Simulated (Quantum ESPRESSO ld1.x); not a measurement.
Results of a calculation; reference values are marked as such.
Problem. The tin ion Sn2+, 48 electrons, occupied as [Kr] 4d8 5s1 5p3 (not the ground configuration). Code: ld1.x of Quantum ESPRESSO 7.5. Model: scalar-relativistic Kohn-Sham, LDA (Slater exchange, Perdew-Zunger correlation), spin-polarised, spherical densities, point nucleus; open shells are filled with parallel spins first. Some entries of the table are withheld. Estimate them.

| orbital | occ. | eigenvalue (hartree) | <r> (bohr) | <1/r> (bohr^-1) |
|---|---|---|---|---|
| 1s up | 1 | -1066.32 | 0.02908 | 53.03 |
| 1s down | 1 | -1066.31 | 0.02908 | 53.03 |
| 2s up | 1 | -162.162 | 0.1256 | 12.10 |
| 2s down | 1 | -162.138 | 0.1256 | 12.10 |
| 2p up | 3 | -145.796 | 0.1096 | 11.64 |
| 2p down | 3 | -145.775 | 0.1096 | 11.64 |
| 3s up | 1 | -32.3359 | 0.3399 | 4.296 |
| 3s down | 1 | -32.3162 | 0.3398 | 4.296 |
| 3p up | 3 | -26.9892 | 0.3381 | 4.093 |
| 3p down | 3 | -26.9680 | 0.3380 | 4.093 |
| 3d up | 5 | -18.7392 | 0.3147 | 3.865 |
| 3d down | 5 | -18.7136 | 0.3146 | 3.866 |
| 4s up | 1 | -6.17853 | 0.8108 | 1.716 |
| 4s down | 1 | -6.10006 | 0.8100 | 1.718 |
| 4p up | 3 | -4.53693 | 0.8720 | (1) |
| 4p down | 3 | -4.45647 | 0.8704 | (2) |
| 4d up | 5 | -2.13301 | 1.038 | 1.280 |
| 4d down | 3 | -2.04476 | 1.030 | 1.288 |
| 5s up | 1 | -1.22939 | (3) | 0.6399 |
| 5s down | 0 | -1.09177 | (4) | 0.6411 |
| 5p up | 3 | -0.86505 | 2.372 | 0.5431 |
| 5p down | 0 | -0.73188 | 2.444 | 0.5302 |

Solution. 
(1) 4p up <1/r> (bohr^-1): 1.566
(2) 4p down <1/r> (bohr^-1): 1.569
(3) 5s up <r> (bohr): 2.036
(4) 5s down <r> (bohr): 2.045
